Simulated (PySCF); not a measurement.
## B+ (boron, charge +1) across methods

[He] 2s2, closed-shell 1S. All numbers are calculated (PySCF 2.14, the non-relativistic Hamiltonian (point nucleus), in aug-cc-pwCVTZ (7s6p4d2f, 59 functions)).

```csv
method,E (hartree),mean ε 1s (eV),mean ε 2s (eV),Σ⟨r²⟩ (bohr²),⟨S²⟩
r2SCAN,-24.3152,-196.73,-19.724,7.845,0.000
LDA,-24.0375,-191.67,-19.406,7.884,0.000
BHandHLYP,-24.3391,-208.92,-21.960,7.855,0.000
PBE0,-24.3012,-201.01,-20.794,7.807,0.000
HSE06,-24.3043,-200.62,-20.378,7.809,0.000
wB97X,-24.3397,-202.36,-23.307,7.843,0.000
PBE,-24.2925,-193.56,-19.506,7.807,0.000
UHF,-24.23688,-222.74,-23.776,7.945,0.000
```

(1) Estimate the same row for CAM-B3LYP.

## Answers

(1) E (hartree) = -24.3210; mean ε 1s (eV) = -201.96; mean ε 2s (eV) = -22.253; Σ⟨r²⟩ (bohr²) = 7.863; ⟨S²⟩ = 0.000.
